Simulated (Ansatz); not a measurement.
Geometry optimisation, RKS B3LYP/def2-SVP in Ansatz.

Input file:

```yaml
crystal:
  periodic: [false, false, false]
  atoms:
    - { symbol: Al, position_ang: [0.0, 0.0, 0.0] }
    - { symbol: Cl, position_ang: [0.0, 0.0, 2.58] }
    - { symbol: F, position_ang: [1.4635, 0.0, -0.845] }
    - { symbol: H, position_ang: [-1.351, 0.0, -0.78] }
    - { symbol: O, position_ang: [0.0869, -1.972, 0.6559] }
    - { symbol: H, position_ang: [-0.4595, -2.5566, 0.0397] }
    - { symbol: H, position_ang: [0.0622, -1.4098, 1.8287] }
basis:
  gaussian: { orbitals: def2-SVP }
hamiltonian:
  xc: b3lyp
relax:
  f_tol: 0.15
  max_steps: 25
  restrain:
    - { distance: [0, 4], at: 2.98, k: 30.0 }
    - { distance: [6, 1], at: 2.57, k: 30.0 }
    - { distance: [0, 1], at: 2.23, k: 30.0 }
    - { distance: [6, 4], at: 1.01, k: 30.0 }
```

Launched with:

```bash
$ ansatz run input.yaml --threads 1 --pin off --max-ram 2048MiB --backend cpu --events-out ev --progress --plain --runs-dir out
```

**Question.** Where does it end, and by what steps?

**Answer.** The run converged. The restraints hold the end off the free minimum. After 8 steps the energy has fallen by 1.176 eV (the restraints' own energy left out); H7 moved furthest, 0.76 Å. Parted: Al1–O5 (2.08 → 2.96 Å). Joined: O5–H7 (1.30 → 0.99 Å).

| step | energy less start (eV) | largest force component (eV/Å) | accepted |
| --- | --- | --- | --- |
| 0 | 0.0000 | 3.406 | yes |
| 1 | 0.1150 | 2.829 | yes |
| 2 | -0.0937 | 2.419 | yes |
| 3 | -0.4224 | 2.055 | yes |
| 4 | -0.8724 | 1.328 | yes |
| 5 | -1.0295 | 1.266 | yes |
| 6 | -1.1397 | 0.993 | yes |
| 7 | -1.1685 | 1.010 | yes |
| 8 | -1.1762 | 1.175 | yes |

```xyz
7
Properties=species:S:1:pos:R:3
Al 0.059 0.340 -0.031
Cl 0.012 0.375 2.166
F 1.528 0.658 -0.734
H -1.259 0.277 -0.863
O 0.120 -2.524 0.712
H -0.755 -2.927 0.609
H 0.097 -2.137 1.620
```

The run took 33 s on 1 thread of Arm Neoverse V2, with other jobs on the host, peak memory 0.15 GiB.
